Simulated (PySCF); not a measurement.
Species: C5H10PSi2 (charge -1).
Geometry (GFN2-xTB, Å), atoms numbered from 1 in this order:
```
atom  x, y, z in Å
C1    -2.278   -1.367   -0.233
C2    -0.868   -0.859   -0.186
P3     0.523   -1.844   -0.541
C4     1.592   -0.458   -0.231
Si5    3.435   -0.521   -0.349
C6     0.856    0.661    0.117
C7    -0.534    0.460    0.149
Si8   -1.758    1.769    0.589
H9    -2.876   -0.794   -0.947
H10   -2.758   -1.273    0.745
H11   -2.297   -2.416   -0.528
H12    4.020    0.793   -0.008
H13    4.081   -1.492    0.561
H14    3.968   -0.853   -1.689
H15    1.317    1.615    0.345
H16   -2.813    1.987   -0.426
H17   -1.113    3.082    0.776
H18   -2.508    1.518    1.844
```

Probes without a nucleus sit at each ring's centroid and 1 Å off its mean plane on both sides; NICS is minus the shielding there, NICSzz its component along the normal. Level: GIAO PBE0/pcSseg-1 (PySCF, non-relativistic, gas phase) on the GFN2-xTB geometry, one conformer.

Ring bond lengths (Å), with Mayer bond orders in brackets: C2–P3 1.741 (1.35), P3–C4 1.778 (1.15), C4–C6 1.383 (1.48), C6–C7 1.404 (1.34), C7–C2 1.402 (1.36).

Problem. Give the NICS values of each ring in ppm.

Solution. 
```json
{"ring": "C2–P3–C4–C6–C7", "type": "5-membered ring with P; formal bonds all aromatic", "NICS(0)": "-10.3", "NICS(1), two faces": "-10.9 / -10.9", "NICS(1)zz, two faces": "-27.6 / -27.6", "rms pucker (Å)": "0.00", "centre to ring atoms, mean (Å)": "1.31"}
```

Problem. What do they say, and how far can they be read as aromaticity?

Solution. 
- C2–P3–C4–C6–C7: mean NICS(1)zz -27.6 ppm, shielded.

Problem. What does the geometric index give? HOMA = 1 − mean of α(R − Ropt)² over the ring bonds, with Krygowski's 1993 parameters (CC: Ropt 1.388 Å, α 257.7 Å⁻²; CP: Ropt 1.698 Å, α 118.91 Å⁻²).

Solution. 
- C2–P3–C4–C6–C7: HOMA 0.78; the largest term is that of P3–C4, α(R − Ropt)² = 0.75.

Problem. What field does 9.4 T along the ring normal induce along that normal at the first NICS(1) probe listed for ring C2–P3–C4–C6–C7, 1 Å off the ring?

Solution. NICSzz × B0 = -27.6 ppm × 9.4 T = -259 μT, against the applied field.
